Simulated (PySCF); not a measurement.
# TiN: frontier orbitals

r²SCAN at R = 1.541 Å; basis Ti def2-TZVPP, N def2-TZVPP; no relativity; PySCF 2.14. State: ²Σ⁺ (doublet), unpaired electrons σ ↑. Only the outer orbitals are listed, counted within each symmetry.

```csv
spin,orbital,occ.,ε (eV),on Ti (%),main shells (%)
α,2π,1,-39.40,100,100 Ti p
α,2π,1,-39.40,100,100 Ti p
α,6σ,1,-39.26,95,95 Ti p
α,7σ,1,-16.66,13,87 N s
α,3π,1,-6.96,43,"57 N p, 40 Ti d"
α,3π,1,-6.96,43,"57 N p, 40 Ti d"
α,8σ,1,-6.36,44,"49 N p, 40 Ti d"
α,9σ,1,-4.43,100,"83 Ti s, 11 Ti p"
α,1δ,0,-3.95,100,100 Ti d
α,1δ,0,-3.95,100,100 Ti d
α,4π,0,-2.32,90,"61 Ti p, 29 Ti d, 10 N p"
β,2π,1,-39.25,100,100 Ti p
β,2π,1,-39.25,100,100 Ti p
β,6σ,1,-38.95,95,95 Ti p
β,7σ,1,-16.77,13,88 N s
β,3π,1,-6.95,39,"60 N p, 36 Ti d"
β,3π,1,-6.95,39,"60 N p, 36 Ti d"
β,8σ,1,-6.27,40,"54 N p, 36 Ti d"
β,1δ,0,-3.43,100,100 Ti d
β,1δ,0,-3.43,100,100 Ti d
β,9σ,0,-2.76,89,"67 Ti s, 12 Ti p, 10 Ti d"
```

Which are the highest filled and the lowest empty level, where do they sit, and how wide is the gap?

Highest filled α 9σ at -4.43 eV (in %: 83 Ti s, 11 Ti p); lowest empty α 1δ at -3.95 eV (in %: 100 Ti d); the gap at r²SCAN is 0.48 eV.

```
bond order (Mayer)                              : 3.03
⟨S²⟩                                            : 0.756
charge on Ti (Mulliken, basis-dependent)        : 0.43
charge on Ti (Löwdin, basis-dependent)          : -0.01
dipole moment (positive dipole means Ti(−)N(+)) : -3.19 D
```

With d or f electrons several states lie close, and the lowest PBE0 determinant need not be the measured ground state.
